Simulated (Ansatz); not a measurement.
`[S+]#[Ge-]`. Total charge 0; spin multiplicity 1. Geometry: relaxed with PBE0-D4/def2-TZVP.

```xyz
2

S     0.351    0.130    0.935
Ge   -0.351   -0.130   -0.935
```

Problem. What is the dipole moment at B3LYP/def2-TZVPP? (Estimate.)

Solution. Ansatz gave: 2.19 D, with components (-0.76, -0.28, -2.03) D in this frame, pointing from negative to positive charge.

Problem. And with PBE, r2SCAN, ωB97M-V? (An estimate is asked.)

Solution. The calculation gave: PBE 1.97 D, r2SCAN 2.01 D, ωB97M-V 2.36 D.

Problem. Give the Mulliken charges with B3LYP, r2SCAN, PBE in def2-TZVPP. (Best estimate.)

Solution. The calculation gave: 
```tsv
atom	B3LYP	r2SCAN	PBE
S1	-0.29	-0.30	-0.28
Ge2	0.29	0.30	0.28
```

B3LYP here is the variant with VWN-RPA as its local correlation; programs differ in this.
